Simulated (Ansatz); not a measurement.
The first iterations of a band of F3HSi + H2N (8 atoms, charge 0, multiplicity 2).

All numbers below come from UKS CAM-B3LYP-D4/STO-3G (Ansatz 0.2.0).

* movable images: 5
* climbing image: yes
* spring: 5.0 eV/Å²
* optimiser: quadratic models (default)
* start path: through a guess of the saddle point
* force threshold: 0.05 eV/Å
* iteration limit: 60
* end points: relaxed

Image 0:

```xyz
8
Properties=species:S:1:pos:R:3
H -0.272 -0.046 0.083
Si 0.403 -0.478 -1.139
F 1.637 0.512 -1.509
F 1.017 -1.973 -0.987
F -0.601 -0.494 -2.414
N -1.081 0.594 1.769
H -0.775 1.634 1.728
H -0.328 0.251 2.469
```

Image 6:

```xyz
8
Properties=species:S:1:pos:R:3
H -0.600 0.207 0.760
Si 0.404 -0.505 -1.186
F 1.664 0.466 -1.586
F 1.084 -1.995 -1.125
F -0.488 -0.550 -2.560
N -1.005 0.571 1.678
H -0.755 1.597 1.636
H -0.305 0.210 2.383
```

| iteration | highest image above the first end (eV) | largest band force component (eV/Å) |
| --- | --- | --- |
| 1 | 0.465 | 4.332 |
| 2 | 0.088 | 0.990 |

Problem. Does the band converge within its limit, and where does its top end?

Solution. It converged. It ended after 8 iterations with the highest image 0.023 eV above the first end. A vibrational analysis at the climbing image gives one clearly imaginary mode, 300i cm⁻¹, and a faint second one (38i cm⁻¹) that may be numerical noise or a soft torsion: probably a first-order saddle point. Limits of this set-up: minimal basis.

Run time: 120 s on 1 thread of Arm Neoverse V1 (shared host), peak memory 0.14 GiB.
